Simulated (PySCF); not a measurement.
C3HN3Si.
Numbering: `[N:1]#[C:2][SiH:3]([C:4]#[N:5])[C:6]#[N:7]` (hydrogens: H8 on Si3)

The same species was optimised twice, with GFN2-xTB and with PBE0-D3(BJ)/def2-SVP (PySCF), and the same property calculations (PySCF, gas phase) were run on both structures.

```
   coordinate  GFN2-xTB  PBE0-D3(BJ)/def2-SVP  change
   Si3–C6 (Å)     1.867                 1.842  -0.025
   C2–Si3 (Å)     1.867                 1.842  -0.025
   Si3–C4 (Å)     1.867                 1.842  -0.025
    N1≡C2 (Å)     1.144                 1.159  +0.015
    C4≡N5 (Å)     1.144                 1.159  +0.015
    C6≡N7 (Å)     1.144                 1.159  +0.015
C4–Si3–C6 (°)     106.0                 108.2    +2.2
C2–Si3–C4 (°)     106.0                 108.2    +2.2
C2–Si3–C6 (°)     105.9                 108.0    +2.1
Si3–C4–N5 (°)     179.1                 178.8    -0.3
N1–C2–Si3 (°)     179.0                 178.8    -0.2
Si3–C6–N7 (°)     179.0                 179.0     0.0
```

Rotational constants: A = 2082, B = 2080, C = 1170 MHz (GFN2-xTB) against A = 2090, B = 2081, C = 1151 MHz (PBE0-D3(BJ)/def2-SVP). Point groups within 0.08 Å: C3v and C3v. Atoms that the bonding makes alike are paired by their places after alignment.

On the GFN2-xTB structure: isotropic polarisability (au) 66.9 [B3LYP/def2-SVPD]; HOMO (eV) -10.71 [B3LYP/def2-SVPD]; LUMO (eV) -2.51 [B3LYP/def2-SVPD]; dipole (D) 3.54 [B3LYP/def2-SVPD]; HOMO (eV) -10.95 [PBE0/pcSseg-1]; LUMO (eV) -2.22 [PBE0/pcSseg-1]; dipole (D) 3.55 [PBE0/pcSseg-1]; GIAO shielding of N1/N5/N7 (mean) (ppm) -110.0 [PBE0/pcSseg-1]; GIAO shielding of C2/C4/C6 (mean) (ppm) 71.2 [PBE0/pcSseg-1]; GIAO shielding of Si3 (ppm) 457.4 [PBE0/pcSseg-1].

Question: What do these properties become on the PBE0-D3(BJ)/def2-SVP structure?

Answer: 
```csv
property,level,on GFN2-xTB,on PBE0-D3(BJ)/def2-SVP,change
isotropic polarisability (au),B3LYP/def2-SVPD,66.9,67.7,+0.8
HOMO (eV),B3LYP/def2-SVPD,-10.71,-10.67,+0.04
LUMO (eV),B3LYP/def2-SVPD,-2.51,-2.66,-0.15
dipole (D),B3LYP/def2-SVPD,3.54,2.99,-0.55
"energy, GFN2-xTB geometry as zero (kcal/mol)",B3LYP/def2-SVPD,0.0,-1.7,-1.7
HOMO (eV),PBE0/pcSseg-1,-10.95,-10.92,+0.03
LUMO (eV),PBE0/pcSseg-1,-2.22,-2.38,-0.16
dipole (D),PBE0/pcSseg-1,3.55,2.99,-0.56
"energy, GFN2-xTB geometry as zero (kcal/mol)",PBE0/pcSseg-1,0.0,-1.4,-1.4
GIAO shielding of N1/N5/N7 (mean) (ppm),PBE0/pcSseg-1,-110.0,-123.1,-13.1
GIAO shielding of C2/C4/C6 (mean) (ppm),PBE0/pcSseg-1,71.2,67.6,-3.6
GIAO shielding of Si3 (ppm),PBE0/pcSseg-1,457.4,462.9,+5.5
```

The heavy atoms differ by 0.039 Å rms after alignment (one structure mirrored). Among bonds between heavy atoms C2–Si3, Si3–C4 and Si3–C6 change most and about equally (-0.025 Å). Changes are differences of the printed values. Neither structure is proved a minimum here.
